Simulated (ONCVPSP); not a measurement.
# lithium (Li), ONCV: configuration errors across variants

```
Element                 : lithium (Li)
Generator               : ONCVPSP 4.0.1
Type                    : optimised norm-conserving Vanderbilt (ONCV)
Functional              : LDA (Perdew-Zunger)
Relativity              : scalar-relativistic
Frozen core             : none
Valence charge          : 3
Reference configuration : 1s2 (charge +1)
Partial waves           : 1s: rc 0.70 bohr, ncon 4, nbas 8, qcut 13.2 1/bohr, 1 projector; p scattering state at 0.05 Ha: rc 0.65 bohr, ncon 3, nbas 6, qcut 11.2 1/bohr, 1 projector
Local potential         : polynomial inside 0.65 bohr (lpopt 5, dvloc0 0 Ha)
Core correction         : none
```

All-electron excitation energies from the reference (eV): (1) 1s2 2s1 -5.239; (2) 1s2 2s0.5 -3.195; (3) 1s2 2p1 -3.486; (4) 1s1 2s1 62.138.

2 further variants failed, have other tests or another functional or relativity, and are left out.

Errors AE − PS in meV (a dash: test not solved or not reliable):

```tsv
change	(1)	(2)	(3)	(4)	bound ghosts	GHOST(+) flags above zero
base	-5.8	-3.9	0.0	+126	none	none
p: qcut 7.1	-5.8	-3.9	0.0	+126	none	none
p: qcut 7.9	-5.8	-3.9	0.0	+126	none	none
local potential polynomial inside 0.40 bohr (lpopt 3, dvloc0 0 Ha)	-4.6	-3.1	0.0	+137	none	none
```

Give the same row for: local potential polynomial inside 0.65 bohr (lpopt 5, dvloc0 2.5 Ha).

-9.3, -6.3, 0.0, +95; bound ghosts: none; GHOST(+) flags above zero: none.
